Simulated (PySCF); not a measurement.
Spectrum to structure. Theory: TDDFT PBE0/def2-SVPD, vertical, gas phase, core orbitals frozen in the response in PySCF 2.14.0, density-fitted response routines. Geometries: GFN2-xTB, one conformer each.

```json
{"state": "S1", "λ (nm)": "212.9", "f": "0.053"}
{"state": "S2", "λ (nm)": "187.0", "f": "0.082"}
{"state": "S3", "λ (nm)": "186.2", "f": "0.012"}
{"state": "S4", "λ (nm)": "176.2", "f": "0.012"}
{"state": "S5", "λ (nm)": "165.6", "f": "0.013"}
{"state": "S6", "λ (nm)": "164.3", "f": "0.077"}
{"state": "S7", "λ (nm)": "162.1", "f": "0.152"}
{"state": "S8", "λ (nm)": "158.8", "f": "0.032"}
```

Triplets computed (Tamm–Dancoff): 5.26, 5.93, 6.14 eV.

Orbital energies (eV): HOMO-3 -10.09, HOMO-2 -9.36, HOMO-1 -9.06, HOMO -8.15, LUMO -1.00, LUMO+1 -0.37, LUMO+2 0.39.

Question: Which candidate is it? All have the formula CH8F2Si3.
A. `C[Si@](F)([SiH3])[SiH2]F`
B. `F[SiH](F)C[SiH2][SiH3]`
C. `F[SiH2]C[SiH2][SiH2]F`
D. `F[C@@H]([SiH3])[Si@H](F)[SiH3]`

Answer: D. Its S1 lies at 5.82 eV; the nearest of the others has S1 at 5.46 eV. S1 is HOMO→LUMO (97%). Löwdin shares by element: HOMO silicon 30% or more, carbon 26%, fluorine 15% or more (atoms not listed hold the other 29%); LUMO silicon 51% or more, carbon 10%, hydrogen 7% or more (atoms not listed hold the other 32%). At the same level the other candidates give, for their lowest levels:
- `C[Si@](F)([SiH3])[SiH2]F`: 227 nm (f 0.095); 210 nm (f 0.008); 193 nm (f 0.102); 180 nm (f 0.004); 176 nm (f 0.066); T1 4.63 eV; HOMO -8.18, LUMO -1.52 eV
- `F[SiH2]C[SiH2][SiH2]F`: 193 nm (f 0.026); 178 nm (f 0.025); 172 nm (f 0.055); 169 nm (f 0.008); 165 nm (f 0.013); T1 5.59 eV; HOMO -8.54, LUMO -0.80 eV
- `F[SiH](F)C[SiH2][SiH3]`: 173 nm (f 0.022); 167 nm (f 0.017); 163 nm (f 0.071); 158 nm (f 0.012); 158 nm (f 0.007); T1 6.26 eV; HOMO -8.63, LUMO -0.28 eV

The values belong to the conformer `[F:1][C@@H:2]([SiH3:3])[Si@H:4]([F:5])[SiH3:6]`: F1–C2–Si4–F5 173°.
